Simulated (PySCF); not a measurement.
Ge(Cl)2(OH)2 (Cl2GeH2O2), SMILES [Ge]([OH])([OH])([Cl])[Cl]. Coordinates come from a PBE-D3(BJ)/def2-SVP optimisation. The values are those of a single conformer.

These are PBE-D3(BJ)/def2-SVP (PySCF) values and carry that method's errors.

Harmonic wavenumbers (cm⁻¹): 107, 138, 143, 193, 212, 224, 253, 405, 445, 687, 722, 892, 914, 3706, 3708. Rotational constants (GHz): 2.559, 1.666, 1.447; symmetry number 2.

### Question
Work out the zero-point energy and the ideal-gas rigid-rotor harmonic-oscillator thermochemistry at 298.15 K and 1 atm.

### Answer
ZPE = ½ Σ hcν = ½ × 12749 cm⁻¹ = 18.23 kcal/mol. H − E(el) = 23.77 kcal/mol. Entropy in cal/(mol K): translation 41.43, rotation 26.97, vibration 19.41, total 87.81. G − E(el) = -2.41 kcal/mol. Cp = 26.42 cal/(mol K). Modes under 150 cm⁻¹ make the vibrational entropy uncertain.
